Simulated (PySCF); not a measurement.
Si(Cl)2(vinyl)(OH) (C₂H₄Cl₂OSi), SMILES C=C[Si](O)(Cl)Cl. Atoms are numbered in the order given.

```xyz
10

C     -2.7961    -0.2941     0.0000
C     -1.5785    -0.8593     0.0000
Si    -0.0389     0.1507     0.0000
O     -0.4812     1.7408     0.0000
Cl     1.1336    -0.2785    -1.6524
Cl     1.1336    -0.2785     1.6524
H     -2.9217     0.7931     0.0000
H     -3.7118    -0.8951     0.0000
H     -1.4879    -1.9522     0.0000
H      0.2216     2.4058     0.0000
```

The structure is a stationary point at TPSSh-D3(BJ)/def2-SVP. Other conformers were not sampled.

All values below come from CAM-B3LYP/def2-TZVP run with PySCF.

Atomic charges (e):

```
atom  Mulliken  Löwdin  meta-Löwdin
----  --------  ------  -----------
C1       -0.24   -0.17        -0.18
C2       -0.25   -0.30          [?]
Si3       0.69   -0.47          [?]
O4       -0.51   -0.10        -0.74
Cl5      -0.22    0.23        -0.31
Cl6      -0.22    0.23        -0.31
H7        0.15    0.13         0.13
H8        0.14    0.13         0.13
H9        0.14    0.15          [?]
H10       0.33    0.19          [?]
```

Complete the blanks. (An estimate is asked for; the answer gives what the named calculation found.)


- C2, meta-Löwdin: -0.39
- Si3, meta-Löwdin: 1.17
- H9, meta-Löwdin: 0.13
- H10, meta-Löwdin: 0.36

Computed Mayer and Wiberg (Löwdin basis) orders of the bonds:
```csv
bond,Mayer,Wiberg
C1–C2,1.87,2.19
C2–Si3,1.02,1.11
Si3–O4,1.22,1.68
Si3–Cl5,1.18,1.77
Si3–Cl6,1.18,1.77
C1–H7,0.95,0.89
C1–H8,0.96,0.89
C2–H9,0.94,0.84
O4–H10,0.87,1.01
```
